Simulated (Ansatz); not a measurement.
Input for Ansatz (a first-principles code): R-revPBE/def2-TZVPPD on C2H7IO (a complex). Elements past Kr take the def2 small-core potentials; no spin–orbit coupling. Files ending in .json are basis or fitting sets from the Basis Set Exchange.

Ansatz 0.2 input:
```yaml
crystal:
  periodic: [false, false, false]
  atoms:
    - {symbol: C, position_ang: [0.76888425, -0.82014829, 0.06759025]}
    - {symbol: O, position_ang: [0.32688298, 0.26357765, 0.87059720]}
    - {symbol: C, position_ang: [-0.98971672, 0.68641325, 0.55061986]}
    - {symbol: H, position_ang: [0.79363772, -0.53126713, -0.98804491]}
    - {symbol: H, position_ang: [0.11508773, -1.69111468, 0.18687080]}
    - {symbol: H, position_ang: [1.77353189, -1.07596179, 0.39740942]}
    - {symbol: H, position_ang: [-1.03925722, 1.03908696, -0.48455704]}
    - {symbol: H, position_ang: [-1.23772113, 1.50361198, 1.22457437]}
    - {symbol: H, position_ang: [-1.70936146, -0.12816601, 0.68784843]}
    - {symbol: I, position_ang: [-0.00626196, -1.13224974, 3.99969590]}
    - {symbol: H, position_ang: [0.24978014, -0.36853996, 2.55997316]}
basis:
  gaussian:
    orbitals: def2-TZVPPD.json
hamiltonian:
  xc: {name: revPBE}
scf: {lower_state_search: off}
```

Program output:

```
WARN ansatz: RAYON_NUM_THREADS=1 ignored (pool sized by the plan → 1); use --threads N
Functional definition: revPBE
these checks for a lower state are left out or cut short: stability, starts, cluster_reference, orbital_swaps, neighbouring_geometries, increment
integrals: 0.23 GiB planned
1359 factors; their error is unknown
mean field: 1.73 GiB planned
mean field evaluation 1: about -12329.1227 eV, gradient 6.0e1 eV
mean field evaluation 2: about -12305.7368 eV, gradient 1.2e2 eV
mean field evaluation 4: about -12337.3926 eV, gradient 7.6e0 eV
mean field evaluation 8: about -12337.4844 eV, gradient 2.3e-1 eV
mean field evaluation 16: about -12337.4392 eV, gradient 8.0e-4 eV
mean field -12337.43923668 eV, -453.3925293313 hartree, gradient 1.5e-6 eV, S^2 0.000000; 0 other end points of the search recorded, 0 dependent functions left out
reference -12337.43931470 eV, -453.3925321984 hartree; 26, 26 occupied and 266, 266 virtual orbitals, 1359 factors
Total energy: -12337.43931470 eV, -453.3925321984 hartree
Checks for a lower state left out: stability, starts, cluster_reference, orbital_swaps, neighbouring_geometries, increment
```

The run converged.

Cost: about 2.1 core-seconds (a rough figure).
